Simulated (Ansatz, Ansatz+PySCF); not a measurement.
```yaml
atoms:
  - { symbol: N, position_ang: [0.0000, 0.0000, -0.1456] }
  - { symbol: H, position_ang: [0.0000, 0.7999, 0.5097] }
  - { symbol: H, position_ang: [0.0000, -0.7999, 0.5097] }
  - { symbol: H, position_ang: [30.0000, 0.0000, 0.0000] }
```

Basis set: 6-31G* (spherical functions). Correlated methods keep 1 orbital frozen. Charge 0, multiplicity 1.

Computed with Ansatz (development build ahead of 0.2.0); each method stands on the lowest determinant of its kind that the runs found.

Problem. Give the atomization energy at this shape (free ground-state atoms in the same class of orbitals less the molecule, no zero-point energy) of singlet NH3 in separate pieces by UHF-CCSD(T), UHF-MP2, UHF, RHF.

Solution.

```json
{"method": "UHF-CCSD(T)", "atomization energy": "631.8 kJ/mol"}
{"method": "UHF-MP2", "atomization energy": "621.0 kJ/mol"}
{"method": "UHF", "atomization energy": "458.4 kJ/mol"}
{"method": "RHF", "atomization energy": "-331.4 kJ/mol"}
```

Caution for UHF-CCSD(T), UHF-MP2: bonds are stretched, where a single reference can fail. Caution for UHF-CCSD(T), UHF-MP2, UHF: the unrestricted determinant is a mixture of spin states. Caution for RHF: an unrestricted determinant lies well below; the molecule lies well above its atoms at this level.
